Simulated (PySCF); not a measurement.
Computed properties of Cl2F2HNW, SMILES [NH]=[W]([F])([F])([Cl])[Cl], multiplicity 1

W(NH)(F)2(Cl)2 (Cl2F2HNW), SMILES [NH]=[W]([F])([F])([Cl])[Cl], multiplicity 1. Geometry: PBE0-D3(BJ)/def2-SVP. The spin state was assumed, not searched. The structure was generated by enumeration; whether it is a known compound was not checked. The def2 effective core potentials stand for the cores of W; spin–orbit coupling is left out. Other conformers were not sampled. All values are computed for the isolated molecule unless a solvent is named; none is compared with measurement here.

**Structure.** The optimised structure has Cs symmetry. All 15 harmonic modes at PBE0-D3(BJ)/def2-SVP (PySCF) are real, so it is a minimum. With heavy atoms numbered as in [W:1](=[NH:2])([F:4])([F:5])([Cl:6])[Cl:7], the shortest bond between them is W1–N2 at 1.740 Å and the longest W1–Cl6 at 2.266 Å.

**Vibrations.** The strongest infrared lines (harmonic, unscaled, degenerate partners summed) lie at 3641 cm⁻¹ (202 km/mol, H 92 %), 791 cm⁻¹ (140 km/mol, H 65 %, N 29 %), 638 cm⁻¹ (121 km/mol, F 91 %, W 9 %). The softest mode is at 67 cm⁻¹ and the zero-point energy is 13.9 kcal/mol.

**Electronic structure.** B3LYP/def2-TZVP (PySCF) places the frontier levels at -8.77 and -3.56 eV, a gap of 5.21 eV, and gives a dipole moment of 3.66 D and a mean polarisability of 73.8 bohr³. PBE/def2-TZVP (PySCF) at the same geometry gives -7.63 and -4.02 eV, so its gap is 1.60 eV narrower. An orbital gap is neither the optical nor the fundamental gap.

**Excitations.** TDDFT-ωB97X/def2-SVPD (PySCF) has S1 at 4.22 eV (294 nm, f = 0.002, dark); the most intense of the 10 singlets computed lies at 5.51 eV (f = 0.01). T1 (TDA) is at 3.80 eV. TDDFT-PBE/def2-SVPD (PySCF) puts S1 at 3.67 eV. No vertical singlet excitation falls in the visible range (under 3.1 eV).
